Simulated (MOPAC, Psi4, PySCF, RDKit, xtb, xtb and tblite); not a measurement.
Two geometries of SMILES O=C(O)[SiH2][SiH2]OC (C2H8O3Si2), relaxed at GFN2-xTB with one dihedral held; other torsions can differ between them too.

Structure A

```
15

C     -3.1579    -0.2560     0.5875
O     -1.7685    -0.2794     0.6916
Si    -0.6700     0.1574    -0.4286
Si     1.2244    -0.2806     0.7944
C      2.6750     0.1758    -0.3660
O      2.5569     0.5324    -1.5156
O      3.8712     0.0614     0.2160
H     -3.4960    -0.9029    -0.2249
H     -3.5145     0.7581     0.3945
H     -3.5771    -0.6118     1.5291
H     -0.8997     1.5554    -0.8355
H     -0.8761    -0.6224    -1.6615
H      1.5052    -1.6736     1.1798
H      1.4842     0.4967     2.0168
H      4.5875     0.2964    -0.4016
```

Structure B

```
15

C      3.1521    -0.2051     0.6206
O      1.7609    -0.2441     0.7135
Si     0.6569     0.1611    -0.4086
Si    -1.2826    -0.3829     0.7044
C     -2.1351     1.2259     1.2945
O     -2.4716     2.1335     0.5724
O     -2.3137     1.2760     2.6199
H      3.5024    -0.8409    -0.1954
H      3.5006     0.8143     0.4411
H      3.5660    -0.5666     1.5623
H      0.8366     1.5650    -0.8125
H      0.8920    -0.6102    -1.6427
H     -2.2562    -0.9799    -0.2200
H     -1.2402    -1.2299     1.9017
H     -2.7399     2.1106     2.8852
```

Task: Which is lower in energy at the level Psi4 1.11 with B3LYP-D3(BJ)/def2-SVP // GFN2-xTB, and by how much?

Result: A is lower, by 3.79 kJ/mol (dihedral O2–Si3–Si4–C5: 180° in A, 105° in B).

E(B) − E(A) in kJ/mol at the other levels, on the same two geometries: GFN2-xTB (xtb and tblite) 4.75; MMFF94 // GFN2-xTB (RDKit) 2.69; B3LYP/def2-SVP // GFN2-xTB (Psi4) 3.24; PBE/def2-SVP // GFN2-xTB (Psi4) 2.92; PBE-D3(BJ)/def2-SVP // GFN2-xTB (Psi4) 3.16; UFF // GFN2-xTB (RDKit) -1.26; PM3, restricted, heats of formation // GFN2-xTB (MOPAC) -7.12; AM1, restricted, heats of formation // GFN2-xTB (MOPAC) -6.97; GFN1-xTB // GFN2-xTB (xtb) -0.03; restricted B3LYP/6-31G*, spherical d, density fitting // GFN2-xTB (PySCF) 1.60; restricted LDA (SVWN5)/6-31G*, spherical d, density fitting // GFN2-xTB (PySCF) 2.93; restricted Hartree-Fock/STO-3G // GFN2-xTB (PySCF) -3.45; restricted Hartree-Fock/3-21G // GFN2-xTB (PySCF) 7.21.
